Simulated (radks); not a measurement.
The numbers below are computed, except where a source is named.
All-electron atom: Nd I in [Xe] 4f3.5 6s1.5 6p1 (fractional occupations, a model configuration). Level of theory: Dirac Kohn-Sham, PBE, spin-unpolarised, spherical densities, finite nucleus; open shells fill j = l - 1/2 first; Fermi nuclear charge, rms radius 4.9123 fm (a radial shooting solver on a logarithmic mesh with Libxc functionals).

Normalised radial functions P(r) = r R(r) (large component), r in bohr:

```
   r/bohr * 6p3/2 (the largest magnitude, 0.469, reaches the edge; | marks zero)
0.0009797                             *
 0.001349                             *
 0.001843                             *
 0.002538                             *
 0.003496                             *
 0.004776                             *
 0.006577                             *
 0.009057                             *
  0.01247                             |*
  0.01704                             |*
  0.02347                             | *
  0.03232                             |  *
  0.04415                             |  *
   0.0608                             |  *
  0.08372                             | *
   0.1153                            *|
   0.1575                         *   |
   0.2169                         *   |
   0.2987                             *
   0.4081                             |    *
    0.562                             |     *
    0.774                             *
    1.066                    *        |
    1.456                  *          |
    2.005                           * |
    2.762                             |           *
    3.773                             |                       *
    5.195                             |                          *
    7.155                             |                  *
    9.853                             |        *
    13.46                             |  *
    18.54                             *
```

6p3/2 (empty): eigenvalue -1.850 eV, 4 radial nodes at r = 0.104, 0.307, 0.764, 2.11 bohr, <r> = 5.63 bohr, 90 % of the charge inside 8.36 bohr.
